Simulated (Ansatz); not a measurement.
Species: H₆N₃Si, SMILES `N[Si](N)N` (charge 0, multiplicity 2), formula H6N3Si.

**Question.** How many basis functions does frozen-core CCSD(T)/cc-pVTZ // CAM-B3LYP-D3(BJ)/def2-TZVP (Ansatz, an electronic-structure program) use, how many core orbitals are frozen, and how many electrons are correlated?

**Answer.** 208 basis functions and 8 frozen orbitals, which leaves 25 correlated electrons. Core time is of the order of minutes.
